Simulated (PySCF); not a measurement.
Input of a response calculation (the driver script's job line, then coordinates in Å):

```
{"job": {"kind": "uv", "xc": "CAM-B3LYP", "basis": "def2-SVPD", "nstates": 8, "ntriplets": 3}, "charge": 0, "multiplicity": 1}
F      1.532782     1.536011     0.296178
B      1.715705     0.349061    -0.260595
C      0.617683    -0.744765    -0.094470
C     -0.614182    -0.438322     0.760675
C     -1.357822     0.483554    -0.203333
Se    -0.320939    -0.116885    -1.792422
H      2.684023     0.194367    -0.903994
H      0.895723    -1.794049    -0.163354
H     -0.368478     0.032105     1.713936
H     -1.190134    -1.343274     0.956442
H     -1.167824     1.541035    -0.028158
H     -2.425340     0.300476    -0.306932
```

Method: TDDFT CAM-B3LYP/def2-SVPD, vertical, gas phase, core orbitals frozen in the response (PySCF 2.14.0, density-fitted response routines). Job line and output are in the format of a driver script around the code.

(1) What does the script print for it?

## Answers

(1) 
```
coarse grid: 48184 points
cycle   1  E = -2643.7161015424  dE = -1.594e-01  |g| = 4.685e-01  |ddm| = 5.020e+00
cycle   2  E = -2643.7100627964  dE =  6.039e-03  |g| = 5.705e-01  |ddm| = 1.167e+00
cycle   3  E = -2643.7593463461  dE = -4.928e-02  |g| = 4.939e-02  |ddm| = 4.429e-01
cycle   4  E = -2643.7598071793  dE = -4.608e-04  |g| = 1.677e-02  |ddm| = 9.718e-02
cycle   5  E = -2643.7598615351  dE = -5.436e-05  |g| = 5.322e-03  |ddm| = 3.141e-02
cycle   6  E = -2643.7598694565  dE = -7.921e-06  |g| = 1.415e-03  |ddm| = 1.075e-02
final grid: 101744 points
cycle   7  E = -2643.7599370317  dE = -2.179e-07  |g| = 1.510e-03  |ddm| = 6.105e-03
cycle   8  E = -2643.7599367916  dE =  2.401e-07  |g| = 1.849e-03  |ddm| = 4.720e-03
cycle   9  E = -2643.7599377094  dE = -9.178e-07  |g| = 1.132e-04  |ddm| = 2.574e-03
cycle  10  E = -2643.7599377134  dE = -4.044e-09  |g| = 5.455e-05  |ddm| = 2.396e-04
cycle  11  E = -2643.7599377151  dE = -1.679e-09  |g| = 2.085e-05  |ddm| = 2.098e-04
cycle  12  E = -2643.7599377153  dE = -1.519e-10  |g| = 2.328e-06  |ddm| = 4.295e-05
converged SCF energy = -2643.7599377153

Static polarisability (au): isotropic 74.551, principal 63.966 77.205 82.482

Singlet excitations
state   eV       nm        f      main configurations
  1   3.7289    332.5   0.00290   H->L 0.94
  2   5.2479    236.3   0.04347   H->L+1 0.89
  3   5.9077    209.9   0.02939   H-1->L 0.76, H->L+3 0.12
  4   6.2708    197.7   0.06629   H->L+2 0.73, H->L+3 0.17
  5   6.3702    194.6   0.06840   H->L+3 0.55, H->L+2 0.18, H-1->L 0.09
  6   6.5222    190.1   0.02064   H-2->L 0.79
  7   6.9357    178.8   0.00554   H-1->L+1 0.76
  8   7.0252    176.5   0.03232   H->L+5 0.66, H->L+4 0.18

Triplet excitations (Tamm-Dancoff, eV): 3.2416 4.7089 4.9128
```

Isolated species at its GFN2-xTB geometry (one conformer only). Relativistic effects, spin–orbit coupling among them, are left out although an element past zinc is present.

The SCF starts on a coarse grid; the energy jumps when the final grid takes over, and dE counts afresh there. H and L stand for HOMO and LUMO.

The run took 38 s of wall time on one thread, Arm Neoverse V2 (aarch64), shared host, and the process peaked at 0.79 GiB of memory.

Conformer computed: `[F:1][BH:2][C@H:3]1[CH2:4][CH2:5][Se:6]1`: F1–B2–C3–C4 -3°.
